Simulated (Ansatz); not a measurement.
BrCl, charge +1, doublet, geometry from GFN2-xTB (a state made from the parent by changing its charge; the spin is typed, not shown lowest); B3LYP/STO-3G run with Ansatz (a first-principles code).

Here is a job for Ansatz.
Ansatz 0.2 input:
```yaml
crystal:
  periodic: [false, false, false]
  atoms:
    - {symbol: Cl, position_ang: [-0.00000000, -0.00000000, -1.39352932]}
    - {symbol: Br, position_ang: [0.00000000, 0.00000000, 0.67685710]}
basis:
  gaussian:
    orbitals: STO-3G
hamiltonian:
  xc: b3lyp
total_charge: 1
magnetization: {spin_polarized: true, initial_magnetization: 1}
```

Predict the main parts of the log of this Ansatz run.


```
Functional definition: B3LYP
268 factors; integrals over basis functions are off by at most 1.3e-5 eV
mean field evaluation 1: about -81654.2713 eV, gradient 1.1e1 eV
mean field evaluation 2: about -81649.9195 eV, gradient 2.2e1 eV
mean field evaluation 4: about -81655.8046 eV, gradient 8.8e-2 eV
mean field evaluation 8: about -81655.8069 eV, gradient 1.2e-3 eV
mean field evaluation 16: about -81655.8069 eV, gradient 7.1e-3 eV
mean field -81655.80694166 eV, -3000.7955568123 hartree, gradient 2.0e-5 eV, S^2 0.750160; 1 other end points of the search recorded, 0 dependent functions left out
reference -81655.80704864 eV, -3000.7955607434 hartree; 26, 25 occupied and 1, 2 virtual orbitals, 268 factors
Total energy: -81655.80704864 eV, -3000.7955607434 hartree
```
